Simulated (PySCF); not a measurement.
SMILES CC[SiH2]F (GFN2-xTB optimised geometry):

```
11

C      1.747    -0.734     0.000
C      0.221    -0.734     0.000
Si    -0.530     1.006     0.000
F     -2.135     0.831    -0.007
H      2.132    -0.217     0.876
H      2.135    -1.752     0.009
H      2.132    -0.233    -0.885
H     -0.133    -1.288    -0.873
H     -0.133    -1.287     0.873
H     -0.246     1.745     1.223
H     -0.235     1.752    -1.216
```

Method: PBE/def2-TZVP (PySCF).

Task: What are the frontier orbital energies and the dipole moment?

Result: HOMO-2 -8.62 eV, HOMO-1 -7.98 eV, HOMO -7.26 eV, LUMO -0.70 eV, LUMO+1 0.17 eV; dipole moment 1.86 D.

Meta-Löwdin charges at PBE/def2-TZVP: C1 -0.34, C2 -0.45, Si3 0.91, F4 -0.50, H5 0.12, H6 0.12, H7 0.12, H8 0.13, H9 0.13, H10 -0.11, H11 -0.11.
